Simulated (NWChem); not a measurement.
System meant: C5H5F; SMILES C=CC=C=CF

Here is an NWChem input.

```
start job
memory heap 200 mb stack 900 mb global 1100 mb
geometry units angstroms noautoz
  C     -0.221689     3.007366     0.109263
  C     -0.375234     1.719288    -0.225939
  C      0.495209     0.655265     0.261236
  C      0.372456    -0.620604    -0.047765
  C      0.282868    -1.878970    -0.391773
  F     -0.441082    -2.779964     0.279682
  H      0.581478     3.329498     0.779423
  H     -0.892714     3.779756    -0.273248
  H     -1.186561     1.418788    -0.897082
  H      1.309100     0.955339     0.937174
  H      0.794705    -2.308743    -1.260036
end
basis spherical
  C library def2-svp
  F library def2-svp
  H library def2-svp
end
dft
  odft
  mult 2
  xc b3lyp
  iterations 150
  mulliken
end
task dft energy
```

End of the output:

```
 ==============================================================================
                                 internuclear angles
 ------------------------------------------------------------------------------
        center 1       |       center 2       |       center 3       |  degrees
 ------------------------------------------------------------------------------
    2 C                |   1 C                |   7 H                |   121.35
    2 C                |   1 C                |   8 H                |   121.45
    7 H                |   1 C                |   8 H                |   117.20
    1 C                |   2 C                |   3 C                |   123.33
    1 C                |   2 C                |   9 H                |   120.14
    3 C                |   2 C                |   9 H                |   116.53
    2 C                |   3 C                |   4 C                |   124.90
    2 C                |   3 C                |  10 H                |   116.61
    4 C                |   3 C                |  10 H                |   118.49
    3 C                |   4 C                |   5 C                |   177.81
    4 C                |   5 C                |   6 F                |   123.62
    4 C                |   5 C                |  11 H                |   123.64
    6 F                |   5 C                |  11 H                |   112.75
 ------------------------------------------------------------------------------
                            number of included internuclear angles:         13
 ==============================================================================

 Summary of "ao basis" -> "" (spherical)
 ------------------------------------------------------------------------------
       Tag                 Description            Shells   Functions and Types
 ---------------- ------------------------------  ------  ---------------------
 C                          def2-svp                 6       14   3s2p1d
 F                          def2-svp                 6       14   3s2p1d
 H                          def2-svp                 3        5   2s1p

                                 NWChem DFT Module
                                 -----------------

 Summary of "ao basis" -> "ao basis" (spherical)
 ------------------------------------------------------------------------------
       Tag                 Description            Shells   Functions and Types
 ---------------- ------------------------------  ------  ---------------------
 C                          def2-svp                 6       14   3s2p1d
 F                          def2-svp                 6       14   3s2p1d
 H                          def2-svp                 3        5   2s1p

  number of electrons :                   44
  multiplicity        :                    2
 ------------------------------------------------------------------------
  no. of electrons and multiplicity not compatible                  44
 ------------------------------------------------------------------------
 ------------------------------------------------------------------------
  current input line :
    28: task dft energy
 ------------------------------------------------------------------------
 ------------------------------------------------------------------------
 There is an error in the input file
 ------------------------------------------------------------------------
 For more information see the NWChem manual at https://nwchemgit.github.io

0: no. of electrons and multiplicity not compatible:Received an Error in Communication
```

Question: Can this run be used? If not, why, and what is the fix?

Answer: The program refused the input. Cause: the multiplicity doesn't fit the number of electrons (an even count wants an odd multiplicity, and the reverse). This input runs:
```
start job
memory heap 200 mb stack 900 mb global 1100 mb
geometry units angstroms noautoz
  C     -0.221689     3.007366     0.109263
  C     -0.375234     1.719288    -0.225939
  C      0.495209     0.655265     0.261236
  C      0.372456    -0.620604    -0.047765
  C      0.282868    -1.878970    -0.391773
  F     -0.441082    -2.779964     0.279682
  H      0.581478     3.329498     0.779423
  H     -0.892714     3.779756    -0.273248
  H     -1.186561     1.418788    -0.897082
  H      1.309100     0.955339     0.937174
  H      0.794705    -2.308743    -1.260036
end
basis spherical
  * library def2-svp
end
dft
  xc b3lyp
  iterations 150
  mulliken
end
task dft energy
```
It converges to -293.07069 Ha (B3LYP/def2-SVP).
